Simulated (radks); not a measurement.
Effect of the nuclear size on neutral praseodymium, [Xe] 4f3 6s2. All-electron calculation, Dirac Kohn-Sham, LDA (Slater exchange, Perdew-Wang correlation), spin-unpolarised, spherical densities, finite nucleus; open shells fill j = l - 1/2 first; Fermi nuclear charge, rms radius 4.8919 fm. Program: a radial shooting solver on a logarithmic mesh with Libxc functionals. The rms radius is varied about that value; shifts are against it.

| rms radius (fm) | total energy shift (eV) | density at nucleus (e/bohr^3) | 1s1/2 shift (meV) | 2s1/2 shift (meV) | 5s1/2 shift (meV) | 5p1/2 shift (meV) | 6s1/2 shift (meV) | 4f5/2 shift (meV) | 6p1/2 (empty) shift (meV) |
|---|---|---|---|---|---|---|---|---|---|
| 4.026 | -3.77 | 4.33e+05 | -1560 | -193 | -1.38 | 0.212 | -0.071 | 0.318 | 0.063 |
| 4.6962 | -0.902 | 4.189e+05 | -374 | -46.1 | -0.331 | 0.051 | -0.017 | 0.076 | 0.015 |
| 4.8919 | 0 | 4.152e+05 | 0.000 | 0.000 | 0.000 | 0.000 | 0.000 | 0.000 | 0.000 |
| 5.3273 | 2.11 | 4.077e+05 | 876 | 108 | 0.774 | -0.119 | 0.040 | -0.178 | -0.035 |
| 5.5181 | 3.08 | 4.046e+05 | 1280 | 158 | 1.13 | -0.173 | 0.058 | -0.260 | -0.051 |

Slopes of the eigenvalues against <r^2> in GHz/fm^2, as finite differences over the two radii next to the reference (eigenvalue slopes, not the field-shift constants of lines): 1s1/2 47800, 2s1/2 5890, 5s1/2 42.2, 5p1/2 -6.47, 6s1/2 2.16, 4f5/2 -9.71, 6p1/2 (empty) -1.92.
